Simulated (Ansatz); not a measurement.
Two isomers of C2H5FO2Si: A = `C[C@]1(F)O[Si@H]1O`, B = `O=C[SiH](O)CF`.

Gas-phase electronic energies from Ansatz, PBE0-D4/def2-TZVP geometries. CBS: MP2 limit from def2 TZ/QZ plus the TZ coupled-cluster correction, frozen cores. DFT in def2-TZVPP. One conformer a species, not always the lowest.

A:

```xyz
11

C    -0.931   -0.845   -1.190
C    -0.069   -0.449   -0.043
F     0.591   -1.558    0.448
O    -0.774    0.212    1.036
Si    0.513    1.153    0.578
O     1.788    1.321    1.568
H    -1.678   -1.568   -0.850
H    -1.444    0.024   -1.600
H    -0.326   -1.302   -1.976
H     0.227    2.481    0.015
H     2.104    0.531    2.014
```

B:

Z-matrix (Å, degrees):
```
Si
C 1 1.923
C 1 1.890 2 109.8
O 1 1.637 2 104.0 3 -118.6
H 1 1.485 2 110.4 3 120.4
O 2 1.211 1 116.9 3 117.8
H 2 1.112 1 123.8 3 -61.7
F 3 1.394 1 108.2 2 64.3
H 3 1.095 1 111.8 2 -55.1
H 3 1.095 1 112.0 2 -176.2
H 4 0.965 1 112.4 2 -0.2
```

(1) Which isomer does CCSD(T)/CBS put lower? Give the gap. (An estimate is asked.)

(2) Give E(B) − E(A) in kJ/mol with B2PLYP, CCSD/def2-TZVPP, CCSD(T)/def2-TZVPP, HF/def2-TZVPP, MP2/def2-TZVPP, PBE-D4, PBE0-D4. (Best estimate.)

Largest T1 diagnostic: 0.014.

Answers

(1) Computed: A, by 83.4 kJ/mol.

(2) The calculation gave: B2PLYP 77.0, CCSD/def2-TZVPP 77.0, CCSD(T)/def2-TZVPP 79.6, HF/def2-TZVPP 52.7, MP2/def2-TZVPP 92.8, PBE-D4 84.8, PBE0-D4 88.8. None reverses the order clearly.

In def2-TZVPP, CCSD(T) changes the Hartree–Fock value by +26.9 kJ/mol (the triples alone add +2.6 kJ/mol) and MP2 by +40.2 kJ/mol. From PBE to PBE0 (25 % exact exchange), in def2-TZVPP and without D4, E(B) − E(A) moves by +4.2 kJ/mol.
